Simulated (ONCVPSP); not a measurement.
u(r) = r·R(r): atom against pseudo-atom (F)

Columns: radius, all-electron u(r) and pseudo u(r) of the 2p shell (level -11.05 eV) of fluorine in the configuration [He] 2s2 2p5; PBEsol, scalar-relativistic, ONCV scheme, ONCVPSP 4.0.1.

| r (bohr) | all-electron | pseudo |
| --- | --- | --- |
| 0.075 | 0.0867 | 0.0333 |
| 0.150 | 0.2548 | 0.1273 |
| 0.225 | 0.4303 | 0.2669 |
| 0.300 | 0.5834 | 0.4307 |
| 0.375 | 0.7048 | 0.5955 |
| 0.450 | 0.7942 | 0.7413 |
| 0.525 | 0.8540 | 0.8536 |
| 0.600 | 0.8890 | 0.9268 |
| 0.675 | 0.9038 | 0.9614 |
| 0.750 | 0.9029 | 0.9641 |
| 0.825 | 0.8902 | 0.9437 |
| 0.900 | 0.8690 | 0.9092 |
| 0.975 | 0.8417 | 0.8681 |
| 1.050 | 0.8102 | 0.8254 |
| 1.125 | 0.7762 | 0.7836 |
| 1.200 | 0.7407 | 0.7437 |
| 1.275 | 0.7046 | 0.7055 |
| 1.350 | 0.6685 | 0.6687 |
| 1.425 | 0.6330 | 0.6330 |
| 1.500 | 0.5983 | 0.5983 |
| 1.575 | 0.5646 | 0.5646 |
| 1.650 | 0.5321 | 0.5321 |
| 1.725 | 0.5010 | 0.5010 |
| 1.800 | 0.4713 | 0.4713 |
| 1.875 | 0.4429 | 0.4429 |
| 1.950 | 0.4160 | 0.4160 |

How many radial nodes do the two functions have?

The all-electron 2p function has n − l − 1 = 0; the pseudo-wave has 0.

At about which radius was the pseudo-wave matched?

1.50 bohr. The columns agree to 0.0005 from 1.35 bohr on; several derivatives are matched, so the curves merge somewhat inside the radius.

Where does each function peak?

Outermost all-electron maximum near 0.68 bohr, pseudo maximum near 0.75 bohr (to the table’s step).

Is the pseudo-wave norm-conserving?

Yes: the ONCV scheme keeps the norm inside the radius equal to the all-electron one, which fixes the energy derivative of the logarithmic derivative at the level.
